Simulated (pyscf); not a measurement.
# F–CH•–CH₂–C(F)(F)–F, doublet

Gas-phase minimum from PySCF at ωB97X-D3(BJ)/def2-SVP, one conformer. Other isomers of F–CH•–CH₂–C(F)(F)–F were not searched in full and may lie lower. 

```
C
H 1 1.1004
H 1 1.1016 2 108.34
C 1 1.4866 2 109.83 3 120.51
F 4 1.3353 1 115.97 2 -164.53
H 4 1.0952 5 113.96 1 152.11
C 1 1.5223 2 106.99 3 -115.31
F 7 1.3384 1 111.62 2 177.51
F 7 1.3409 8 107.80 1 122.06
F 7 1.3431 8 107.58 9 115.80
```
Charge 0, spin multiplicity 2.

Properties at ωB97X-D3(BJ)/def2-SVP:

- Harmonic wavenumbers, unscaled: 48, 91, 206, 312, 371, 481, 532, 545, 565, 691, 858, 911, 1046, 1166, 1222, 1248, 1301, 1337, 1381, 1428, 1452, 3105, 3177, 3224 cm⁻¹
- Zero-point energy: 38.2 kcal/mol
- Rotational symmetry number: 1
- Entropy of this conformer at 298 K and 1 atm, rigid rotor and harmonic oscillator, modes under 100 cm⁻¹ raised to 100: 350.3 J/(mol K)
- Dipole moment: 2.01 D
- Spin expectation value S2: 0.753

Single-point totals, which compare only within one level:

```csv
level,total energy (hartree)
ωB97X-D3(BJ)/def2-TZVP,-515.74520
PBE/def2-TZVP,-515.14607
r²SCAN/def2-TZVP,-515.44540
B3LYP-D3(BJ)/def2-TZVP,-515.67940
PBE0-D3(BJ)/def2-TZVP,-515.16054
M06-2X/def2-TZVP,-515.48246
ωB97M-D3(BJ)/def2-TZVP,-515.76690
```

The lowest mode is so soft that the shape along it may change with the basis. Soft torsions are taken as harmonic, which can shift the entropy by several J/(mol K).
